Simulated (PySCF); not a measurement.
## How methods differ on the ionisation energy of Ne⁺

Ne⁺ [He] 2s2 2p5 (2P) → Ne²⁺ [He] 2s2 2p4 (3P), as a difference of total energies. Calculation: PySCF 2.14, in aug-cc-pCVTZ-DK; scalar relativity by spin-free X2C-1e. Correlated levels: valence: 1s2 frozen. The calculations carry no spin-orbit coupling.

```tsv
method	ionisation energy (eV)	error (eV)
UHF	39.239	-1.724
MP2 (valence)	40.756	-0.207
SCS-MP2 (valence)	40.751	-0.212
CCSD (valence)	40.682	-0.281
CCSD(T) (valence)	40.717	-0.246
```

Reference: 40.963 eV (measured; NIST Atomic Spectra Database, ionization energies).

Errors of the correlated levels include the incompleteness of this basis and the frozen core.
